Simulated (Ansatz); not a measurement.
trans-PtH2(AsH3)2 (As2PtH8), relaxed as a singlet with RKS r2SCAN-D4/def2-SVP in Ansatz, starting from the GFN2-xTB geometry. Force threshold 0.02 eV/Å.

In the def2 sets Pt takes a core potential; there is no spin–orbit coupling.

Start:

```xyz
11

Pt   -0.0512   -0.0312   -0.0195
H    -1.2237   -0.8293   -0.6612
As   -0.7675    1.9164   -0.9899
H     0.1080    3.0384   -1.4036
H    -1.5433    2.7292   -0.0274
H    -1.7433    2.0875   -2.0952
H     1.1272    0.7717    0.6235
As    0.7428   -1.9312    0.9818
H     1.5497   -1.9916    2.2249
H     1.7828   -2.5575    0.1359
H     0.0185   -3.2025    1.2307
```

Task: Estimate the energy that the relaxation releases and the steps that it takes.

Result: 8.8 kcal/mol, in 5 steps; 13 s on 4 threads of Arm Neoverse V1 on a shared host. No frequencies were taken in this run, so the end may be a saddle point.

Task: Does the start keep its bonding and symmetry?

Result: By distances, no bond broke or formed. The bond that changes most is Pt1–H2, from 1.56 to 1.65 Å (atoms count from 1).

Task: Predict the relaxed structure.

Result: 
Cartesian coordinates in Å:
```
Pt -0.042 -0.025 -0.016
H -1.287 -0.872 -0.698
As -0.827 1.985 -0.936
H 0.160 3.021 -1.418
H -1.629 2.870 -0.011
H -1.763 2.014 -2.123
H 1.205 0.826 0.670
As 0.817 -1.992 0.932
H 1.540 -1.944 2.258
H 1.887 -2.695 0.130
H -0.062 -3.189 1.211
```
Bond lengths: 2 × As–Pt 2.35 Å; 6 × As–H 1.51 Å; 2 × H–Pt 1.65 to 1.66 Å.
